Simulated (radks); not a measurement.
The numbers below are computed, except where a source is named.
Neutral ytterbium inside a hard spherical wall (all orbitals vanish at R), configuration held at [Xe] 4f14 6s2 and not refilled when levels cross. Level of theory: scalar-relativistic Kohn-Sham, PBE, spin-polarised, spherical densities, finite nucleus; Fermi nuclear charge, rms radius 5.3108 fm (a radial shooting solver on a logarithmic mesh with Libxc functionals). Eigenvalues in eV for spin up, with the zero of energy where the potential of the charges vanishes at infinity; a dash marks a level that is unbound or too diffuse for the functional's potential to be trusted. A positive occupied level is held by the wall or, in an anion where self-interaction has pushed it up, behind a barrier. The pressure on the wall is -dE/dV.

R (bohr)  E (hartree)  kinetic (hartree)    e(5s)    e(5p)   e(6s)   e(4f)  e(6p, empty)  e(5d, empty)  pressure (GPa)
free      -14058.1415          15316.097  -54.909  -27.428  -3.920  -3.021             -             -               0
8         -14058.1279          15316.191  -54.328  -26.854  -3.413  -2.452         0.064        -0.007           0.475
6         -14058.0497          15316.560  -52.816  -25.383  -1.597  -0.959         3.216         1.668            5.77
5         -14057.8940          15317.171  -51.104  -23.754   1.272   0.786         7.767         3.757            23.8
3         -14055.2813          15326.978  -38.795  -11.652  35.465  14.921        53.639        21.517            1150
2.5       -14051.5001          15340.663  -27.567    0.757  74.016  28.456        99.707        39.210            4540
2         -14040.1060          15378.884   -0.900   32.051  168.30  57.702        205.98        81.533           23100
